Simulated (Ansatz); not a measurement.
C2H7AlSSi. The species carries charge 0 and has multiplicity 1. The bonds changed during the relaxation, so this is another structure than the one it started from. Geometry: relaxed with PBE0-D4/def2-TZVP. It is one conformer, not always the lowest.

```xyz
12

Si    0.939    2.322   -0.353
Al    0.373   -0.007    0.030
C     0.445   -1.941   -0.054
C    -0.976   -1.350   -0.178
S    -1.346   -0.801    1.529
H     1.975    2.804    0.601
H     1.464    2.507   -1.734
H    -0.268    3.179   -0.194
H     0.657   -2.644    0.754
H     0.776   -2.346   -1.011
H    -1.789   -1.889   -0.654
H    -2.250    0.165    1.265
```

Problem. What is the dipole moment at PBE/def2-TZVPP? (Estimate.)

Solution. Computed: 0.85 D, with components (-0.68, 0.51, -0.01) D in this frame, pointing from negative to positive charge.

Problem. And with r2SCAN, B3LYP, ωB97M-V? (An estimate is asked.)

Solution. Ansatz gave: r2SCAN 0.87 D, B3LYP 0.88 D, ωB97M-V 0.95 D.

Problem. Give the Mulliken charges with PBE, r2SCAN, ωB97M-V in def2-TZVPP. (Best estimate.)

Solution. Ansatz gave: 
```csv
atom,PBE,r2SCAN,ωB97M-V
Si1,0.00,0.04,-0.04
Al2,0.28,0.45,0.34
C3,-0.29,-0.32,-0.37
C4,-0.17,-0.19,-0.25
S5,-0.07,-0.07,-0.05
H6,-0.04,-0.06,-0.02
H7,-0.04,-0.06,-0.02
H8,-0.04,-0.06,-0.02
H9,0.07,0.04,0.09
H10,0.08,0.06,0.09
H11,0.09,0.07,0.11
H12,0.12,0.10,0.13
```

B3LYP here is the variant with VWN-RPA as its local correlation; programs differ in this.
